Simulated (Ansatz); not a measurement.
```xyz
6

O     0.9366   -0.9746   -0.0305
Si   -0.3873   -0.0192   -0.1163
I    -0.2732    1.8137    1.4996
H     1.7990   -0.5676   -0.1306
H    -0.5353    0.6234   -1.4432
H    -1.5399   -0.8758    0.2210
```

Charge 0, multiplicity 1. I takes the def2 core potential.

Problem. List the PBE/def2-TZVPP orbital energies in eV (Ansatz). (An estimate is asked.)

Solution. The calculation gave: Occupied: -1780.99, -510.88, -179.79, -138.59, -127.13, -126.94, -126.93, -95.39, -95.32, -95.27, -49.25, -49.19, -49.17, -49.02, -49.02, -25.62, -17.53, -14.41, -11.76, -9.77, -9.47, -8.35, -7.68, -6.69, -6.54. Lowest empty: -1.14, -0.94, 0.57, 0.81, 0.90, 2.83, 3.10, 3.50.
